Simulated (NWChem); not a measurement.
All runs are NWChem calculations. System: F2Sn, charge 0, spin multiplicity 1, at a geometry optimised with B3LYP/def2-SVP with def2 effective core potentials on Sn. The structure started from a generated list of species. Level: constrained PBE0/def2-SVP with def2 effective core potentials on Sn.

Output (cleaned and shortened):

```
             Northwest Computational Chemistry Package (NWChem) 7.3.0
             --------------------------------------------------------

                                NWChem Input Module
                                -------------------

 Scaling coordinates for geometry "geometry" by  1.889725989
 (inverse scale =  0.529177249)

                             Geometry "geometry" -> ""
                             -------------------------

 Output coordinates in angstroms (scale by  1.889725989 to convert to a.u.)

  No.       Tag          Charge          X              Y              Z
 ---- ---------------- ---------- -------------- -------------- --------------
    1 Sn                  50.0000     0.00000000     0.00000000     0.34618100
    2 F                    9.0000     1.45959100     0.00000000    -0.96161400
    3 F                    9.0000    -1.45959100     0.00000000    -0.96161400

 Effective nuclear repulsion energy (a.u.)     257.7003022851

            Nuclear Dipole moment (a.u.)
            ----------------------------
        X                 Y               Z
 ---------------- ---------------- ----------------
     0.0000000000     0.0000000000    -0.0000037795


 Summary of "ao basis" -> "" (spherical)
 ------------------------------------------------------------------------------
       Tag                 Description            Shells   Functions and Types
 ---------------- ------------------------------  ------  ---------------------
 *                          def2-svp                  on all atoms

                                 NWChem DFT Module
                                 -----------------

 Summary of "ao basis" -> "ao basis" (spherical)
 ------------------------------------------------------------------------------
       Tag                 Description            Shells   Functions and Types
 ---------------- ------------------------------  ------  ---------------------
 Sn                         def2-svp                10       26   4s4p2d
 F                          def2-svp                 6       14   3s2p1d

 Summary of "ao basis" -> "ao basis" (spherical)
 ------------------------------------------------------------------------------
       Tag                 Description            Shells   Functions and Types
 ---------------- ------------------------------  ------  ---------------------
 Sn                         def2-svp                10       26   4s4p2d
 F                          def2-svp                 6       14   3s2p1d

            General Information
            -------------------
          SCF calculation type: DFT
          Wavefunction type:  closed shell.
          No. of atoms     :     3
          No. of electrons :    40
           Alpha electrons :    20
            Beta electrons :    20
          Charge           :     0
          Spin multiplicity:     1
          Use of symmetry is: off; symmetry adaption is: off
          Maximum number of iterations: 100
          AO basis - number of functions:    54
                     number of shells:    22
          Convergence on energy requested:  1.00D-06
          Convergence on density requested:  1.00D-05
          Convergence on gradient requested:  5.00D-04

              XC Information
              --------------
                         PBE0 Method XC Functional
                     Hartree-Fock (Exact) Exchange  0.250
          PerdewBurkeErnzerhof Exchange Functional  0.750
            Perdew 1991 LDA Correlation Functional  1.000 local
           PerdewBurkeErnz. Correlation Functional  1.000 non-local

             Grid Information
             ----------------
          Grid used for XC integration:  medium
          Radial quadrature: Mura-Knowles
          Angular quadrature: Lebedev.
          Tag              B.-S. Rad. Rad. Pts. Rad. Cut. Ang. Pts.
          ---              ---------- --------- --------- ---------
          Sn                  1.45      123           6.0       590
          F                   0.50       49           7.0       434
          Grid pruning is: on
          Number of quadrature shells:   221
          Spatial weights used:  Erf1

          Convergence Information
[...]
 CDFT multipliers:
      1       -0.2235413215
      iter =    7
 d= 0,ls=0.0,diis     2   -412.9308523754  6.42D-01  2.56D-02  7.88D+00     1.0
 CDFT multipliers:
      1       -0.3136419423
      iter =    7
 d= 0,ls=0.0,diis     3   -413.6819867151 -7.51D-01  4.29D-03  1.12D-01     1.1
 CDFT multipliers:
      1       -0.2430525177
      iter =    6
 d= 0,ls=0.0,diis     4   -413.6895067669 -7.52D-03  9.93D-04  1.40D-02     1.2
 CDFT multipliers:
      1       -0.2552365729
      iter =    2
 d= 0,ls=0.0,diis     5   -413.6905796365 -1.07D-03  1.49D-04  1.41D-04     1.4
 CDFT multipliers:
      1       -0.2549240796
      iter =    2
  Resetting Diis
 d= 0,ls=0.0,diis     6   -413.6905964387 -1.68D-05  2.38D-05  1.25D-06     1.5
 CDFT multipliers:
      1       -0.2548807909
      iter =    2
 d= 0,ls=0.0,diis     7   -413.6905965985 -1.60D-07  1.33D-05  1.89D-07     1.7
 CDFT multipliers:
      1        0.0000350000
      iter =    2
 d= 0,ls=0.0,diis     8   -413.6905965590  3.96D-08  1.16D-10  5.99D-02     1.8
 CDFT multipliers:
      1       -0.2548457904
      iter =    2
 d= 0,ls=0.0,diis     9   -413.6905965590 -8.07D-12  7.45D-06  6.48D-07     1.9
  CDFT final multipliers
      1       -0.2548748446

         Total DFT energy =     -413.690596618253
      One electron energy =     -898.660405564585
           Coulomb energy =      402.268204753718
    Exchange-Corr. energy =      -38.909202155789
 Nuclear repulsion energy =      121.610806348403

 Numeric. integr. density =       39.999989520394

     Total iterative time =      1.7s

                       DFT Final Molecular Orbital Analysis
                       ------------------------------------

 Vector   18  Occ=2.000000D+00  E=-4.097596D-01
              MO Center=  1.4D+00, -2.3D-09, -9.0D-01, r^2= 7.0D-01
   Bfn.  Coefficient  Atom+Function         Bfn.  Coefficient  Atom+Function
  ----- ------------  ---------------      ----- ------------  ---------------
    31      0.637967  2 F  py                34     -0.453626  2 F  py
    12     -0.113144  1 Sn py                15     -0.090683  1 Sn py
    17      0.057645  1 Sn d -2              45     -0.050449  3 F  py
    22     -0.046450  1 Sn d -2              18     -0.045284  1 Sn d -1
    48      0.043136  3 F  py                23      0.039642  1 Sn d -1

 Vector   19  Occ=2.000000D+00  E=-4.069422D-01
              MO Center=  1.4D+00, -7.3D-09, -8.9D-01, r^2= 7.4D-01
   Bfn.  Coefficient  Atom+Function         Bfn.  Coefficient  Atom+Function
  ----- ------------  ---------------      ----- ------------  ---------------
    30      0.502501  2 F  px                32      0.399086  2 F  pz
    33     -0.354165  2 F  px                35     -0.281692  2 F  pz
    13     -0.097920  1 Sn pz                16     -0.073071  1 Sn pz
    44      0.073361  3 F  px                14     -0.072152  1 Sn px
    47     -0.063364  3 F  px                19     -0.058571  1 Sn d  0

 Vector   20  Occ=2.000000D+00  E=-3.602210D-01
              MO Center=  2.4D-01,  3.7D-09,  2.2D-01, r^2= 3.0D+00
   Bfn.  Coefficient  Atom+Function         Bfn.  Coefficient  Atom+Function
  ----- ------------  ---------------      ----- ------------  ---------------
     3      0.527375  1 Sn s                  4      0.394640  1 Sn s
    32      0.338836  2 F  pz                13      0.273244  1 Sn pz
    35     -0.243517  2 F  pz                 2     -0.229637  1 Sn s
    30     -0.203384  2 F  px                 1     -0.193698  1 Sn s
    46      0.169121  3 F  pz                33      0.146559  2 F  px

 Vector   21  Occ=0.000000D+00  E=-1.393227D-01
              MO Center= -1.6D-02, -2.5D-08,  3.4D-01, r^2= 3.4D+00
   Bfn.  Coefficient  Atom+Function         Bfn.  Coefficient  Atom+Function
  ----- ------------  ---------------      ----- ------------  ---------------
    15      0.600130  1 Sn py                12      0.531546  1 Sn py
    31      0.177027  2 F  py                 9     -0.170320  1 Sn py
     6     -0.158680  1 Sn py                34     -0.158368  2 F  py
    45      0.148817  3 F  py                48     -0.121063  3 F  py
    22     -0.039414  1 Sn d -2              23      0.029915  1 Sn d -1

 Vector   22  Occ=0.000000D+00  E=-9.066564D-02
              MO Center= -2.4D-01,  5.3D-09,  3.8D-01, r^2= 4.5D+00
   Bfn.  Coefficient  Atom+Function         Bfn.  Coefficient  Atom+Function
  ----- ------------  ---------------      ----- ------------  ---------------
    14      0.813621  1 Sn px                 4     -0.436467  1 Sn s
    16      0.392339  1 Sn pz                43      0.385885  3 F  s
     3      0.293203  1 Sn s                 11      0.276757  1 Sn px
    13      0.164760  1 Sn pz                32      0.153237  2 F  pz
    35     -0.138295  2 F  pz                42      0.130184  3 F  s

 Vector   23  Occ=0.000000D+00  E=-4.108307D-02
              MO Center=  1.8D-02,  9.5D-09,  1.7D-01, r^2= 4.3D+00
   Bfn.  Coefficient  Atom+Function         Bfn.  Coefficient  Atom+Function
  ----- ------------  ---------------      ----- ------------  ---------------
    16      0.768390  1 Sn pz                29      0.349978  2 F  s
    14     -0.343409  1 Sn px                13      0.296749  1 Sn pz
     3     -0.262332  1 Sn s                  4     -0.197120  1 Sn s
    30      0.192103  2 F  px                33     -0.175030  2 F  px
    11     -0.155006  1 Sn px                43      0.152443  3 F  s

     ---------------------------------------------
      Total Density - Mulliken Population Analysis
     ---------------------------------------------

    Atom       Charge   Shell Charges
 -----------   ------   -------------------------------------------------------
    1 Sn  22    20.93   1.60  0.43  1.33  0.56  3.27  2.72  0.63  0.22  9.74  0.42
    2 F    9     9.41   1.99  1.13  0.84  3.29  2.16  0.00
    3 F    9     9.65   1.99  1.10  0.87  3.35  2.35  0.00

     -------------------------------------------
      Total Density - Lowdin Population Analysis
     -------------------------------------------

    Atom       Charge   Shell Charges
 -----------   ------   -------------------------------------------------------
    1 Sn  22    21.18   1.19  0.79  1.05  0.80  3.01  2.80  0.81  0.40  9.48  0.85
    2 F    9     9.31   1.98  1.04  0.82  3.19  2.28  0.00
    3 F    9     9.51   1.98  1.03  0.83  3.27  2.41  0.00

 center of mass
 --------------
 x =   0.00000000 y =   0.00000000 z =   0.05184500

 moments of inertia (a.u.)
 ------------------
         175.510159153014           0.000000000000           0.000000000000
           0.000000000000         464.582838630984           0.000000000000
           0.000000000000           0.000000000000         289.072679477970

     Multipole analysis of the density
     ---------------------------------

     L   x y z        total         alpha         beta         nuclear
     -   - - -        -----         -----         ----         -------
     0   0 0 0     -0.000000    -20.000000    -20.000000     40.000000

     1   1 0 0      0.789345      0.394673      0.394673      0.000000
     1   0 1 0      0.000000      0.000000      0.000000      0.000000
     1   0 0 1      1.945356     10.131301     10.131301    -18.317246

     2   2 0 0    -30.167477    -83.554087    -83.554087    136.940696
     2   1 1 0      0.000000      0.000000      0.000000      0.000000
     2   1 0 1     -0.873902     -0.436951     -0.436951      0.000000
     2   0 2 0    -21.525886    -10.762943    -10.762943      0.000000
     2   0 1 1     -0.000000     -0.000000     -0.000000      0.000000
     2   0 0 2    -26.379766    -47.616970    -47.616970     68.854173

 Task  times  cpu:        2.1s     wall:        2.1s

 Total times  cpu:        2.1s     wall:        2.1s
```

Task: Write an NWChem input that would produce this output.

Result: Several could match; the one computed here: 
```
start mol
memory heap 200 mb stack 900 mb global 1100 mb
geometry units angstroms nocenter noautoz noautosym
  Sn     0.000000     0.000000     0.346181
  F      1.459591     0.000000    -0.961614
  F     -1.459591     0.000000    -0.961614
end
basis spherical
  * library def2-svp
end
ecp
  Sn library def2-ecp
end
dft
  xc pbe0
  semidirect memsize 60000000 filesize 0
  iterations 100
  convergence nolevelshifting
  cdft 3 3 charge -1.0 pop becke
end
task dft energy
```
